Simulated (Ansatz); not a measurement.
Input for Ansatz (an electronic-structure program): R-MP2/def2-QZVPP on H4OSn (SMILES [OH][SnH3]), a point of a torsion scan. Elements past Kr take the def2 small-core potentials; no spin–orbit coupling. Files ending in .json are basis or fitting sets from the Basis Set Exchange. The run froze 10 orbitals, filled d shells among them.

Ansatz 0.2 input:
```yaml
crystal:
  periodic: [false, false, false]
  atoms:
    - {symbol: O, position_ang: [1.32630549, 0.13434344, 0.59076502]}
    - {symbol: Sn, position_ang: [-0.50489916, 0.00263491, -0.04129484]}
    - {symbol: H, position_ang: [2.02568946, -0.04674759, -0.03198266]}
    - {symbol: H, position_ang: [-0.47539316, -0.42950231, -1.65277457]}
    - {symbol: H, position_ang: [-1.15531762, 1.50546468, 0.20042540]}
    - {symbol: H, position_ang: [-1.20969314, -1.15246107, 0.91207676]}
basis:
  gaussian:
    orbitals: def2-QZVPP.json
magnetization: {spin_polarized: false}
correlation: {method: mp2, electrons: outside_noble_gas}
scf: {lower_state_search: off}
```

Q: Give the final energy of this run.

A: -290.9664 hartree.

Q: How many basis functions does it have, and what does it roughly cost on one machine?

A: 259 functions; roughly 11 core-seconds.
